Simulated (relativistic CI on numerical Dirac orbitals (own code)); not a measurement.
# Co²⁺ in a cubic cluster: 3s photoemission with charge transfer

Computed with a charge-transfer multiplet model of a cubic metal-ligand cluster with up to 2 ligand holes, Slater and spin-orbit integrals from Dirac-Coulomb-Breit ions, Slater integrals scaled by 0.7. The parameters are those of a tetrahedral site (10Dq negative, t2 hopping the larger). The ground state mixes d7 with configurations of k ligand holes L, whose averages lie at kΔ + k(k − 1)U_dd/2; a core hole lowers each added d electron by U_cd. 300 K, Lorentzian 1.4 eV and Gaussian 0.8 eV FWHM.

Atomic integrals in eV (Slater integrals scaled, ζ unscaled), ground: F2dd 8.079, F4dd 5.014, zeta_d 0.063; with the core hole: F2dd 8.891, F4dd 5.556, zeta_d 0.073, G2cd 9.020.

Cluster parameters (eV): Δ = 5.6, U_dd = 6.2, U_cd = 7.2, 10Dq = -0.35, 10Dq(ligand) = 0, final-state hopping factor = 1.

| Case | n_d | d7 | d8L | d9L2 | S |
| --- | --- | --- | --- | --- | --- |
| V(eg) = 0.62 eV, V(t2g) = -1.06 eV | 7.06 | 0.94 | 0.06 | 0.00 | 1.50 |
| V(eg) = 0.92 eV, V(t2g) = -1.57 eV | 7.12 | 0.88 | 0.11 | 0.00 | 1.50 |
| V(eg) = 1.52 eV, V(t2g) = -2.59 eV | 7.25 | 0.76 | 0.22 | 0.01 | 1.50 |
| V(eg) = 1.82 eV, V(t2g) = -3.1 eV | 7.31 | 0.71 | 0.27 | 0.02 | 1.50 |
| V(eg) = 2.42 eV, V(t2g) = -4.12 eV | 7.42 | 0.62 | 0.34 | 0.04 | 1.50 |

Weights, n_d and S are thermal averages at 300 K. Binding energies count from the first peak over 30 % of the highest in each spectrum, which can be another peak from case to case. The parameters are a model scan and need not match a compound or its usual spin state. Peaks in eV (height, largest 100):
- V(eg) = 0.62 eV, V(t2g) = -1.06 eV: 0.0 (100), 3.3 (38), 6.2 (38), 9.3 (33)
- V(eg) = 0.92 eV, V(t2g) = -1.57 eV: 0.0 (100), 6.1 (46), 10.4 (23)
- V(eg) = 1.52 eV, V(t2g) = -2.59 eV: 0.0 (100), 4.1 (29), 7.1 (36), 12.8 (16)
- V(eg) = 1.82 eV, V(t2g) = -3.1 eV: 0.0 (100), 4.3 (37), 7.7 (22), 9.0 (19), 14.2 (13)
- V(eg) = 2.42 eV, V(t2g) = -4.12 eV: 0.0 (100), 4.5 (47), 9.0 (10), 11.8 (11), 16.9 (10)

For the case V(eg) = 1.52 eV, V(t2g) = -2.59 eV, Δ = 5.6 eV is smaller than U_dd = 6.2 eV, the charge-transfer side of the Zaanen-Sawatzky-Allen scheme. With the core hole the average of the configuration with one ligand hole lies at Δ − U_cd = -1.6 eV before mixing: the effective hopping of about 4.3 eV (from the holes of the mixed ground state) is comparable with this gap or larger, so the configurations mix strongly.

Without intra-shell correlation the exchange splitting of the 3s hole comes out too large.
